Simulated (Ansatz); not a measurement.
## Molecular dynamics of F$_{4}$H$_{4}$OW

input.yaml

```yaml
crystal:
  periodic: [false, false, false]
  atoms:
    - { symbol: W, position_ang: [0.111934, 0.166466, -0.072163] }
    - { symbol: H, position_ang: [0.453398, -0.532078, 1.678962] }
    - { symbol: H, position_ang: [1.713859, -0.31527, 0.206936] }
    - { symbol: F, position_ang: [-0.272378, 1.76106, -0.958882] }
    - { symbol: F, position_ang: [-1.469938, 0.48002, 0.911197] }
    - { symbol: F, position_ang: [-0.517039, -1.58129, -0.143749] }
    - { symbol: F, position_ang: [0.743367, -0.287055, -1.779836] }
    - { symbol: O, position_ang: [0.909321, 1.56108, 1.270638] }
    - { symbol: H, position_ang: [1.85284, 1.75995, 1.162677] }
    - { symbol: H, position_ang: [0.751136, 0.363317, 1.812622] }
basis:
  gaussian: { orbitals: def2-SVP }
hamiltonian:
  xc: b3lyp
  dispersion: d4
md:
  timestep: 0.5
  n_steps: 200
  ensemble: nve
  temperature: 100.0
  initial_velocities: maxwell_boltzmann
  seed: 10638
```

Run as:

```bash
$ ansatz run input.yaml --threads 4 --pin off --max-ram 5120MiB --backend cpu --events-out ev --progress --plain --runs-dir out
```

It starts at the highest image of a converged band. Of that band: The profile has 2 maxima (images 1, 3) with wells between them (image 2): this band takes more than one step, which may be the mechanism or a detour left from its start path. Neighbouring images differ by up to 1.2 eV, so the band resolves the path poorly. A vibrational analysis at the climbing image gives one clearly imaginary mode, 1220i cm⁻¹: a first-order saddle point.

Output, in part (step lines, the closing report, with atoms numbered from 0):

```
md step     0: t =     0.00 fs  T =   100.0 K  F+E_penalty+E_count = -14799.33624803 eV  E_kin = 0.103408 eV  conserved = -14799.23284003 eV  (31 SCF iters)
[... lines left out ...]
Total energy: -14799.89173907 eV, -543.8859896838 hartree
Atom 0 at     0.059928     0.016107    -0.176947 Å, force     0.788184     0.550996    -1.000121 eV/Å
Atom 1 at     0.795329    -0.513739     1.138578 Å, force     0.547887    -0.610402     1.344422 eV/Å
Atom 2 at     1.770265     0.201763    -0.111839 Å, force    -0.731677    -0.089669     0.080115 eV/Å
Atom 3 at     0.141027     1.812336    -0.555692 Å, force     0.033377     0.971833    -0.582141 eV/Å
Atom 4 at    -1.144538     0.693605     1.109882 Å, force    -0.083176    -0.575419    -0.106588 eV/Å
Atom 5 at    -0.686254    -1.686418    -0.253719 Å, force    -0.095850     0.056590    -0.046638 eV/Å
Atom 6 at     0.647335    -0.320976    -1.953131 Å, force    -0.477233    -0.127942     0.377150 eV/Å
Atom 7 at     1.021031     2.836043     2.077536 Å, force    -1.725525     0.287451     1.432396 eV/Å
Atom 8 at     0.733829     3.455315     1.391899 Å, force     0.129810    -0.047112    -0.232700 eV/Å
Atom 9 at     0.258157     2.947680     2.741031 Å, force     1.614202    -0.416325    -1.265894 eV/Å
Dipole moment:    -0.215707     0.212657     0.170916 e Å
```

The steps, from the saved trajectory:

```json
{"time (fs)": "0.0", "T (K)": "100", "potential energy less start (eV)": "0.000", "conserved less start (meV/atom)": "0.00"}
{"time (fs)": "3.0", "T (K)": "75", "potential energy less start (eV)": "0.026", "conserved less start (meV/atom)": "0.04"}
{"time (fs)": "6.0", "T (K)": "67", "potential energy less start (eV)": "0.035", "conserved less start (meV/atom)": "0.05"}
{"time (fs)": "9.0", "T (K)": "109", "potential energy less start (eV)": "-0.009", "conserved less start (meV/atom)": "0.02"}
{"time (fs)": "12.0", "T (K)": "227", "potential energy less start (eV)": "-0.131", "conserved less start (meV/atom)": "0.05"}
{"time (fs)": "15.0", "T (K)": "395", "potential energy less start (eV)": "-0.305", "conserved less start (meV/atom)": "-0.01"}
{"time (fs)": "18.0", "T (K)": "600", "potential energy less start (eV)": "-0.520", "conserved less start (meV/atom)": "-0.24"}
{"time (fs)": "21.0", "T (K)": "549", "potential energy less start (eV)": "-0.463", "conserved less start (meV/atom)": "0.09"}
{"time (fs)": "24.0", "T (K)": "795", "potential energy less start (eV)": "-0.720", "conserved less start (meV/atom)": "-0.16"}
{"time (fs)": "27.0", "T (K)": "824", "potential energy less start (eV)": "-0.750", "conserved less start (meV/atom)": "-0.21"}
{"time (fs)": "30.0", "T (K)": "723", "potential energy less start (eV)": "-0.643", "conserved less start (meV/atom)": "0.08"}
{"time (fs)": "33.0", "T (K)": "824", "potential energy less start (eV)": "-0.749", "conserved less start (meV/atom)": "-0.06"}
{"time (fs)": "36.0", "T (K)": "851", "potential energy less start (eV)": "-0.778", "conserved less start (meV/atom)": "-0.15"}
{"time (fs)": "39.0", "T (K)": "855", "potential energy less start (eV)": "-0.781", "conserved less start (meV/atom)": "-0.01"}
{"time (fs)": "42.0", "T (K)": "893", "potential energy less start (eV)": "-0.820", "conserved less start (meV/atom)": "0.04"}
{"time (fs)": "45.0", "T (K)": "945", "potential energy less start (eV)": "-0.875", "conserved less start (meV/atom)": "-0.11"}
{"time (fs)": "48.0", "T (K)": "967", "potential energy less start (eV)": "-0.897", "conserved less start (meV/atom)": "-0.03"}
{"time (fs)": "51.0", "T (K)": "959", "potential energy less start (eV)": "-0.888", "conserved less start (meV/atom)": "0.04"}
{"time (fs)": "54.0", "T (K)": "951", "potential energy less start (eV)": "-0.881", "conserved less start (meV/atom)": "-0.09"}
{"time (fs)": "57.0", "T (K)": "885", "potential energy less start (eV)": "-0.812", "conserved less start (meV/atom)": "-0.04"}
{"time (fs)": "60.0", "T (K)": "780", "potential energy less start (eV)": "-0.703", "conserved less start (meV/atom)": "0.07"}
{"time (fs)": "63.0", "T (K)": "814", "potential energy less start (eV)": "-0.739", "conserved less start (meV/atom)": "-0.08"}
{"time (fs)": "66.0", "T (K)": "777", "potential energy less start (eV)": "-0.701", "conserved less start (meV/atom)": "-0.04"}
{"time (fs)": "69.0", "T (K)": "704", "potential energy less start (eV)": "-0.623", "conserved less start (meV/atom)": "0.10"}
{"time (fs)": "72.0", "T (K)": "778", "potential energy less start (eV)": "-0.702", "conserved less start (meV/atom)": "-0.04"}
{"time (fs)": "75.0", "T (K)": "736", "potential energy less start (eV)": "-0.658", "conserved less start (meV/atom)": "-0.03"}
{"time (fs)": "78.0", "T (K)": "722", "potential energy less start (eV)": "-0.642", "conserved less start (meV/atom)": "0.06"}
{"time (fs)": "81.0", "T (K)": "756", "potential energy less start (eV)": "-0.678", "conserved less start (meV/atom)": "0.00"}
{"time (fs)": "84.0", "T (K)": "716", "potential energy less start (eV)": "-0.637", "conserved less start (meV/atom)": "0.00"}
{"time (fs)": "87.0", "T (K)": "783", "potential energy less start (eV)": "-0.707", "conserved less start (meV/atom)": "-0.03"}
{"time (fs)": "90.0", "T (K)": "729", "potential energy less start (eV)": "-0.650", "conserved less start (meV/atom)": "0.03"}
{"time (fs)": "93.0", "T (K)": "693", "potential energy less start (eV)": "-0.613", "conserved less start (meV/atom)": "-0.01"}
{"time (fs)": "96.0", "T (K)": "763", "potential energy less start (eV)": "-0.687", "conserved less start (meV/atom)": "-0.13"}
{"time (fs)": "99.0", "T (K)": "644", "potential energy less start (eV)": "-0.562", "conserved less start (meV/atom)": "0.01"}
```

All steps were run. The conserved energy stayed within 0.24 meV per atom of its start (net change -0.051 meV per atom), so the integration is sound. The system heated up, since it started high on the potential surface and ran downhill. A run of 0.1 ps of so small a system gives no equilibrium averages. The orbitals stay closed-shell, which can raise the energy where a bond breaks towards radicals; this wasn't checked here.

The step under study would form W1–O8, H2–H10 and break W1–H2, O8–H10. These pairs go: W1–O8 2.09 → 3.74 Å, H2–H10 0.95 → 3.85 Å, W1–H2 1.92 → 1.60 Å, O8–H10 1.32 → 1.02 Å. In the last frame they stand as before the step (other bonds may differ from the relaxed reactants and products). Also parted: W1–H10 2.00 → 4.14 Å. It ends as F4H2W + H2O. Pairs count as bonded within 1.25 times the sum of covalent radii (0.12 Å more for H–H).

Last frame:

```xyz
10
Properties=species:S:1:pos:R:3
W 0.060 0.016 -0.177
H 0.795 -0.514 1.139
H 1.770 0.202 -0.112
F 0.141 1.812 -0.556
F -1.145 0.694 1.110
F -0.686 -1.686 -0.254
F 0.647 -0.321 -1.953
O 1.021 2.836 2.078
H 0.734 3.455 1.392
H 0.258 2.948 2.741
```

The run took 8.4 min on 4 threads of Arm Neoverse V1, with other jobs on the host, peak memory 0.31 GiB.
